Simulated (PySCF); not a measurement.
TDDFT excited states: C12H10

Compound: C12H10.
Atom-mapped SMILES: `[cH:1]1[cH:2][cH:3][c:4](-[c:5]2[cH:6][cH:7][cH:8][cH:9][cH:10]2)[cH:11][cH:12]1` (hydrogens: H13 on C1; H14 on C2; H15 on C3; H16 on C6; H17 on C7; H18 on C8; H19 on C9; H20 on C10; H21 on C11; H22 on C12)

Cartesian coordinates in Å at the PBE0-D3(BJ)/def2-SVP level; atoms count from 1:
```
atom  x, y, z in Å
C1     3.214    0.059   -0.265
C2     2.667    1.109    0.472
C3     1.290    1.194    0.656
C4     0.429    0.232    0.107
C5    -1.036    0.323    0.302
C6    -1.572    0.748    1.526
C7    -2.949    0.834    1.712
C8    -3.819    0.496    0.676
C9    -3.300    0.072   -0.546
C10   -1.923   -0.014   -0.731
C11    0.993   -0.818   -0.632
C12    2.370   -0.904   -0.816
H13    4.295   -0.007   -0.410
H14    3.319    1.874    0.901
H15    0.869    2.033    1.215
H16   -0.898    0.992    2.351
H17   -3.346    1.160    2.676
H18   -4.900    0.563    0.821
H19   -3.973   -0.187   -1.367
H20   -1.524   -0.324   -1.701
H21    0.342   -1.591   -1.046
H22    2.789   -1.736   -1.389
```

Computed with TDDFT B3LYP/def2-SVPD, vertical, gas phase, core orbitals frozen in the response in PySCF 2.14.0, density-fitted response routines.

```csv
state,E (eV),ν̃ (cm⁻¹),f,"main configurations (H = HOMO, L = LUMO)"
S1,4.89,39440,0.447,H→L (96%)
S2,4.90,39550,0.0000,"H→L+1 (61%), H-1→L (36%)"
S3,4.98,40130,0.0000,"H→L+2 (50%), H-2→L (46%)"
S4,5.62,45340,0.015,"H-1→L (55%), H→L+1 (35%)"
S5,5.75,46390,0.108,"H→L+2 (42%), H-2→L (41%), H-3→L+1 (12%)"
S6,5.88,47390,0.0000,"H-3→L (57%), H→L+3 (40%)"
S7,5.97,48120,0.0094,"H-1→L+1 (32%), H-2→L+1 (32%), H-1→L+2 (18%)"
S8,5.97,48140,0.011,"H-2→L+1 (34%), H-1→L+1 (28%), H-2→L+2 (23%)"
S9,6.13,49450,0.0000,"H-1→L+2 (44%), H→L+3 (28%), H-3→L (16%)"
S10,6.24,50290,0.0000,H→L+4 (98%)
```

Triplets (Tamm–Dancoff): T1 3.58 eV, H→L (85%); T2 4.26 eV, H-2→L+1 (30%), H-1→L+2 (28%), H-3→L (21%); T3 4.40 eV, H→L+1 (65%), H-1→L (27%); T4 4.46 eV, H→L+2 (54%), H-2→L (36%).

The lowest singlet lies at 4.89 eV (254 nm, ultraviolet) and is strong; its leading configuration is HOMO→LUMO (96%). The lowest level is also the most intense of those listed (f = 0.447). S7/S8 lie within about 0.01 eV of each other. Löwdin shares by element: HOMO carbon 48% or more (atoms not listed hold the other 52%); LUMO carbon 46% or more (atoms not listed hold the other 54%). The listed states span 1.34 eV, and the widest gap between neighbours is 0.65 eV (S3 to S4). Orbital energies (eV): HOMO-3 -7.76, HOMO-2 -7.15, HOMO-1 -7.13, HOMO -6.41, LUMO -1.15, LUMO+1 -0.57, LUMO+2 -0.46. Of the 10 states listed, 4 reach f = 0.01 and 5 stay under 0.0005. The window holds the lowest 10 singlets.

On 2 threads of an Intel Xeon Platinum 8375C at 2.90 GHz (shared host), this took 1.8 min wall, 3.9 min CPU and 1.8 GiB of memory at its peak.

One conformer stands for the species.
